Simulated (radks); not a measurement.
Question: Radial electron density D(r) = 4 pi r^2 rho(r) of an atom or ion with 62 electrons. Method: scalar-relativistic Kohn-Sham, PBE, spin-polarised, spherical densities, point nucleus; computed with a radial shooting solver on a logarithmic mesh with Libxc functionals.

```
   r/bohr * D(r) (the largest magnitude, 118, reaches the edge; | marks zero)
  0.00299 |          *
  0.00348 |             *
 0.004052 |                *
 0.004717 |                   *
 0.005491 |                       *
 0.006393 |                           *
 0.007442 |                               *
 0.008595 |                                  *
  0.01001 |                                     *
  0.01165 |                                       *
  0.01356 |                                        *
  0.01579 |                                        *
  0.01838 |                                       *
  0.02139 |                                     *
  0.02491 |                                    *
    0.029 |                                    *
  0.03376 |                                     *
   0.0393 |                                         *
  0.04575 |                                              *
  0.05326 |                                                   *
    0.062 |                                                      *
  0.07218 |                                                     *
  0.08403 |                                                 *
  0.09782 |                                            *
   0.1139 |                                         *
   0.1326 |                                          *
   0.1543 |                                              *
   0.1797 |                                                *
   0.2092 |                                             *
   0.2435 |                                     *
   0.2835 |                           *
     0.33 |                     *
   0.3842 |                     *
   0.4473 |                        *
   0.5207 |                        *
   0.6061 |                     *
   0.7057 |               *
   0.8215 |          *
   0.9564 |       *
    1.104 |     *
    1.286 |    *
    1.497 |  *
    1.743 | *
    2.029 |*
    2.362 *
    2.749 *
    3.201 *
    3.726 *
    4.338 *
     5.05 *
    5.879 *
    6.844 *
    7.968 *
    9.275 *
```

What is the nuclear charge?

Answer: Z = 66. The innermost maximum, from 1s, lies near gamma/Z bohr with gamma = sqrt(1 - (Z/c)^2) = 0.876, here 0.0133 bohr (found: 0.0146), and its height grows with Z. The density is that of the dysprosium ion Dy4+ in [Kr] 4d10 4f8 5s2 5p5 5f1; the configuration itself is not fixed sharply by these data, and Z only to a few units. D(r) has 4 maxima, at r = 0.0146, 0.0650, 0.181, 0.492 bohr, and minima at 0.0279, 0.119, 0.352 bohr, inside which lie 1.93, 11.10, 29.36 electrons.
